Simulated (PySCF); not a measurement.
Cartesian coordinates (Å):
```xyz
19

Mo     0.0738    -0.1779    -0.4565
O      1.7203     0.6418    -0.0790
H      2.1781     1.4526    -0.3661
O     -1.4894    -0.6610    -1.5335
H     -2.2816    -0.1353    -1.3086
O      0.7105    -1.5692    -1.5917
H      0.0278    -2.0503    -2.1063
C      0.1162    -1.2260     1.3982
H      1.1060    -1.7309     1.3266
H     -0.6844    -1.9933     1.3825
H      0.0550    -0.6272     2.3247
C     -1.6037     0.6495     0.7378
H     -1.0997     1.3358     1.4545
H     -2.1512    -0.1165     1.3215
H     -2.3338     1.2471     0.1522
C     -0.2769     1.8116    -1.2975
H     -1.3086     1.9818    -1.6549
H      0.4037     1.7891    -2.1804
H      0.0214     2.6332    -0.6162
```
Charge 0, multiplicity 1.

### Question
Estimate the HOMO, charge on the central atom (Mulliken), dipole moment, HOMO–LUMO gap, LUMO and total energy that PySCF with TPSSh-D3(BJ)/def2-TZVP // BP86-D3(BJ)/def2-SVP returns for this input.

### Answer

```json
{
 "HOMO": "-6.58 eV",
 "charge on the central atom (Mulliken)": "1.28 e",
 "dipole_moment": "1.43 D",
 "HOMO–LUMO gap": "3.48 eV",
 "LUMO": "-3.09 eV",
 "total_energy": "-415.6314 Ha"
}
```
